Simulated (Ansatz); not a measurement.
Calculated with Ansatz (gas phase, PBE0-D4/def2-TZVP geometries, no zero-point term in ΔE). CBS: MP2 limit from def2 TZ/QZ plus the TZ coupled-cluster correction, frozen cores. This one scheme is used for every species. DFT in def2-TZVPP. B3LYP here is the variant with VWN-RPA as its local correlation; programs differ in this. HSE06 is defined as in plane-wave codes. def2 core potentials past Kr. For Te outer-core shells are correlated without core-valence functions, which leaves a few kJ/mol of doubt a bond. Each species was taken in one conformer, which may not be the lowest.

`CC[SiH2]N` + H₂Te → `N[SiH2][TeH]` + ethane  (ligand exchange at the Si–C bond)

| level | ΔE (kJ/mol) | difference from CCSD(T)/CBS |
| --- | --- | --- |
| LDA (SPW92) | -72.2 | 3.8 |
| revPBE-D4 | -76.7 | -0.7 |
| B3LYP-D4 | -74.9 | 1.1 |
| r2SCAN0-D4 | -77.6 | -1.6 |
| ωB97M-V | -69.8 | 6.2 |
| PBE-QIDH | -77.7 | -1.7 |
| revPBE | -82.2 | -6.2 |
| HSE06 | -79.4 | -3.4 |
| CAM-B3LYP | -69.2 | 6.8 |
| LC-ωPBE | -71.1 | 4.9 |
| RPA@PBE/def2-TZVPP | -64.1 | 11.9 |
| HF/def2-SVP | -75.0 | 1.0 |
| MP2/def2-SVP | -73.9 | 2.1 |
| CCSD/def2-SVP | -69.2 | 6.8 |
| HF/def2-QZVPP | -74.2 | 1.8 |
| CCSD/CBS(def2) | -75.2 | 0.8 |
| CCSD(T)/CBS | -76.0 | 0 |

Largest T1 diagnostic among the species: 0.011.

At CCSD(T), def2-SVP lies +6.7 kJ/mol from the extrapolated value and def2-TZVPP +6.9 kJ/mol. Leaving LDA and LC-ωPBE aside and taking each functional with its dispersion term where it has one, the values, not all of them listed here, spread over 11.0 kJ/mol, from PBE-D4 to B97M-V. LDA lies +7.6 kJ/mol from PBE without D4.
